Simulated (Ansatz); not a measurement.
Ideal-gas functions of C₂H₅FGe, SMILES `C=[C](F)[GeH3]` at 298.15 K and 1 bar, from an Ansatz frequency run at PBE0-D4/def2-TZVP.

Molar mass 120.67 g/mol, point group Cs (symmetry number 1), electronic degeneracy 1, moments of inertia 52.98, 181.838, 228.492 u Å². Harmonic wavenumbers (cm⁻¹, unscaled): 109, 216, 331, 336, 568, 612, 628, 764, 824, 872, 885, 904, 954, 1211, 1396, 1704, 2167, 2170, 2178, 3171, 3271.

Use S(trans) = R[1.5 ln M + 2.5 ln T − 1.1517]; rotational temperatures θ = 24.2544 K / I; S(rot) = R[ln(√π/σ · √(T³/θAθBθC)) + 1.5]; for each mode x = 1.438777 ν̃/T, S = R[x/(eˣ − 1) − ln(1 − e⁻ˣ)] and H = RT x/(eˣ − 1); 1 cm⁻¹ = 0.0119627 kJ/mol; R = 8.31446 J/(mol·K).

Question: By hand: the entropy, in J/(mol·K).

Answer: Translation 168.6. Rotation: θ = 0.4578, 0.1334, 0.1061 K, giving 109.2. Vibration, mode by mode: 13.75, 8.34, 5.25, 5.15, 2.13, 1.80, 1.69, 1.00, 0.79, 0.65, 0.62, 0.58, 0.47, 0.17, 0.08, 0.02, 0.00, 0.00, 0.00, 0.00, 0.00, in all 42.5. Electronic 0.0. Sum 320.3 J/(mol·K).

Question: By hand: H − E and G − E in kJ/mol, counted from the electronic energy.

Answer: Zero-point energy ½ × 25271 × 0.0119627 = 151.2; thermal vibration 7.6; translation, rotation and pV give 4 RT = 9.9. H − E = 168.7 kJ/mol, and G − E = 168.7 − 298.15 × 320.3/1000 = 73.2 kJ/mol.

Vibration gives 13 % of the entropy, 13.8 J/(mol·K) of it from the mode under 150 cm⁻¹: soft modes count most, and the harmonic formula is weakest for them.
